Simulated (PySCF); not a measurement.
N-ethenylpropan-2-imine (C₅H₉N), SMILES C=CN=C(C)C.

Geometry optimised at B3LYP-D3(BJ)/def2-SVP. One conformer was computed; it need not be the lowest.

These are PBE/def2-TZVP (PySCF) values and carry that method's errors.

Gas-phase values at a fixed geometry.

Computed frontier levels, gap, dipole moment and polarisability:
| Quantity | Result |
|---|---|
| highest occupied level | -5.21 eV |
| lowest empty level | -1.43 eV |
| orbital gap | 3.78 eV |
| dipole moment | 1.92 D |
| quadrupole, principal values (traceless, Buckingham form, about the centre of nuclear charge) | -4.48, 0.33, 4.15 D·Å |
| mean static polarisability | 74.1 bohr³ (10.98 Å³) |
| polarisability, principal values | 54.7, 67.2, 100.3 bohr³ |
